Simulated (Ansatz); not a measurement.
Ansatz (an electronic-structure program) input for 2-fluorocyclopenta-1,3-diene (C5H5F), SMILES FC1=CCC=C1, PBE0-D3(BJ)/def2-SVP. 

Ansatz 0.2 input:
```yaml
crystal:
  periodic: [false, false, false]
  atoms:
    - {symbol: F, position_ang: [0.01244976, 2.07514320, 0.00000000]}
    - {symbol: C, position_ang: [0.03839782, 0.73423026, 0.00000000]}
    - {symbol: C, position_ang: [1.13128860, -0.03885616, -0.00000000]}
    - {symbol: C, position_ang: [0.68238185, -1.46227153, 0.00000000]}
    - {symbol: C, position_ang: [-0.80762707, -1.35199871, 0.00000000]}
    - {symbol: C, position_ang: [-1.16857231, -0.06249324, -0.00000001]}
    - {symbol: H, position_ang: [2.15726003, 0.27286753, -0.00000001]}
    - {symbol: H, position_ang: [1.04530912, -2.00194986, -0.87717024]}
    - {symbol: H, position_ang: [1.04530912, -2.00194985, 0.87717023]}
    - {symbol: H, position_ang: [-1.45578725, -2.20828513, 0.00000000]}
    - {symbol: H, position_ang: [-2.15935224, 0.35136480, -0.00000000]}
basis:
  gaussian:
    orbitals: def2-SVP
hamiltonian:
  xc: pbe0
  dispersion: d3bj
relax: {f_tol: 0.002, max_steps: 200}
```

Log of the run:

```
WARN ansatz: RAYON_NUM_THREADS=1 ignored (pool sized by the plan → 1); use --threads N
Functional definition: PBE0
integrals: 0.07 GiB planned
1250 factors; integrals over basis functions are off by at most 3.8e-4 eV
mean field: 0.45 GiB planned
mean field evaluation 1: about -7961.5686 eV, gradient 4.8e1 eV
mean field evaluation 2: about -7960.2628 eV, gradient 5.4e1 eV
mean field evaluation 4: about -7967.3160 eV, gradient 3.2e0 eV
mean field evaluation 8: about -7967.3936 eV, gradient 5.9e-2 eV
mean field evaluation 16: about -7967.3936 eV, gradient 1.6e-5 eV
mean field -7967.39362374 eV, -292.7963151793 hartree, gradient 1.6e-5 eV, S^2 0.000000; 0 other end points of the search recorded, 0 dependent functions left out
the calculation of the forces begins
reference -7967.39364662 eV, -292.7963160198 hartree; 22, 22 occupied and 87, 87 virtual orbitals, 1250 factors
relax step   1: F+E_penalty+E_count = -7967.59743688 eV  Δ(F+E_penalty+E_count) = +0.000e0 eV  max|allowed force component| = 9.736e-1 eV/Å  Δτ_max = 0.0000 Å  (29 SCF iters, accepted)
these checks for a lower state are left out or cut short: starts, cluster_reference, orbital_swaps, neighbouring_geometries, increment
integrals: 0.07 GiB planned
1250 factors; integrals over basis functions are off by at most 3.8e-4 eV
mean field: 0.45 GiB planned
mean field -7967.43247674 eV, -292.7977430005 hartree, gradient 2.7e-5 eV, S^2 0.000000; 0 other end points of the search recorded, 0 dependent functions left out
the calculation of the forces begins
reference -7967.43249983 eV, -292.7977438491 hartree; 22, 22 occupied and 87, 87 virtual orbitals, 1250 factors
relax step   2: F+E_penalty+E_count = -7967.63611153 eV  Δ(F+E_penalty+E_count) = -3.867e-2 eV  max|allowed force component| = 4.522e-1 eV/Å  Δτ_max = 0.0286 Å  (32 SCF iters, accepted)
these checks for a lower state are left out or cut short: starts, cluster_reference, orbital_swaps, neighbouring_geometries, increment
integrals: 0.07 GiB planned
1250 factors; integrals over basis functions are off by at most 3.8e-4 eV
mean field: 0.45 GiB planned
mean field evaluation 32: about -7967.4364 eV, gradient 2.6e-5 eV
mean field -7967.43639819 eV, -292.7978871112 hartree, gradient 2.6e-5 eV, S^2 0.000000; 0 other end points of the search recorded, 0 dependent functions left out
the calculation of the forces begins
reference -7967.43642136 eV, -292.7978879626 hartree; 22, 22 occupied and 87, 87 virtual orbitals, 1250 factors
relax step   3: F+E_penalty+E_count = -7967.63993610 eV  Δ(F+E_penalty+E_count) = -3.825e-3 eV  max|allowed force component| = 7.704e-2 eV/Å  Δτ_max = 0.0092 Å  (32 SCF iters, accepted)
these checks for a lower state are left out or cut short: starts, cluster_reference, orbital_swaps, neighbouring_geometries, increment
integrals: 0.07 GiB planned
1250 factors; integrals over basis functions are off by at most 3.8e-4 eV
mean field: 0.45 GiB planned
mean field -7967.43653459 eV, -292.7978921237 hartree, gradient 1.4e-5 eV, S^2 0.000000; 0 other end points of the search recorded, 0 dependent functions left out
the calculation of the forces begins
reference -7967.43655775 eV, -292.7978929750 hartree; 22, 22 occupied and 87, 87 virtual orbitals, 1250 factors
relax step   4: F+E_penalty+E_count = -7967.64007609 eV  Δ(F+E_penalty+E_count) = -1.400e-4 eV  max|allowed force component| = 3.071e-2 eV/Å  Δτ_max = 0.0018 Å  (25 SCF iters, accepted)
these checks for a lower state are left out or cut short: starts, cluster_reference, orbital_swaps, neighbouring_geometries, increment
integrals: 0.07 GiB planned
1250 factors; integrals over basis functions are off by at most 3.8e-4 eV
mean field: 0.45 GiB planned
mean field -7967.43656178 eV, -292.7978931228 hartree, gradient 4.8e-5 eV, S^2 0.000000; 0 other end points of the search recorded, 0 dependent functions left out
the calculation of the forces begins
reference -7967.43658494 eV, -292.7978939740 hartree; 22, 22 occupied and 87, 87 virtual orbitals, 1250 factors
relax step   5: F+E_penalty+E_count = -7967.64010419 eV  Δ(F+E_penalty+E_count) = -2.810e-5 eV  max|allowed force component| = 3.999e-3 eV/Å  Δτ_max = 0.0014 Å  (21 SCF iters, accepted)
these checks for a lower state are left out or cut short: starts, cluster_reference, orbital_swaps, neighbouring_geometries, increment
integrals: 0.07 GiB planned
1250 factors; integrals over basis functions are off by at most 3.8e-4 eV
mean field: 0.45 GiB planned
mean field -7967.43656149 eV, -292.7978931123 hartree, gradient 2.3e-5 eV, S^2 0.000000; 0 other end points of the search recorded, 0 dependent functions left out
the calculation of the forces begins
reference -7967.43658465 eV, -292.7978939635 hartree; 22, 22 occupied and 87, 87 virtual orbitals, 1250 factors
relax step   6: F+E_penalty+E_count = -7967.64010508 eV  Δ(F+E_penalty+E_count) = -8.920e-7 eV  max|allowed force component| = 1.836e-3 eV/Å  Δτ_max = 0.0003 Å  (20 SCF iters, accepted)
integrals: 0.07 GiB planned
1250 factors; integrals over basis functions are off by at most 3.8e-4 eV
mean field: 0.45 GiB planned
mean field evaluation 64: about -7967.4366 eV, gradient 2.3e-3 eV
mean field -7967.43656149 eV, -292.7978931123 hartree, gradient 2.3e-5 eV, S^2 0.000000; 1 other end points of the search recorded, 0 dependent functions left out
the calculation of the forces begins
reference -7967.43658465 eV, -292.7978939635 hartree; 22, 22 occupied and 87, 87 virtual orbitals, 1250 factors
Total energy: -7967.64012824 eV, -292.8053740524 hartree
Atom 0 at     0.007897     2.064350    -0.000000 Å, force     0.000500     0.000776     0.000000 eV/Å
Atom 1 at     0.047318     0.740413    -0.000000 Å, force    -0.001836    -0.000929     0.000000 eV/Å
Atom 2 at     1.148337    -0.034839    -0.000000 Å, force     0.000341    -0.000277    -0.000000 eV/Å
Atom 3 at     0.683290    -1.455435    -0.000000 Å, force     0.000581    -0.001031    -0.000000 eV/Å
Atom 4 at    -0.811597    -1.357590    -0.000000 Å, force     0.000294     0.000198     0.000000 eV/Å
Atom 5 at    -1.173405    -0.058831    -0.000000 Å, force     0.000278     0.001460     0.000000 eV/Å
Atom 6 at     2.184019     0.299893    -0.000000 Å, force    -0.000025     0.000227    -0.000000 eV/Å
Atom 7 at     1.048082    -2.015289    -0.881489 Å, force     0.000039    -0.000069    -0.000028 eV/Å
Atom 8 at     1.048082    -2.015289     0.881489 Å, force     0.000039    -0.000069     0.000028 eV/Å
Atom 9 at    -1.479805    -2.219319     0.000000 Å, force     0.000099    -0.000191    -0.000000 eV/Å
Atom 10 at    -2.181159     0.357738    -0.000000 Å, force    -0.000310    -0.000095    -0.000000 eV/Å
Dipole moment:     0.011277    -0.380460    -0.000000 e Å
```

The run converged.
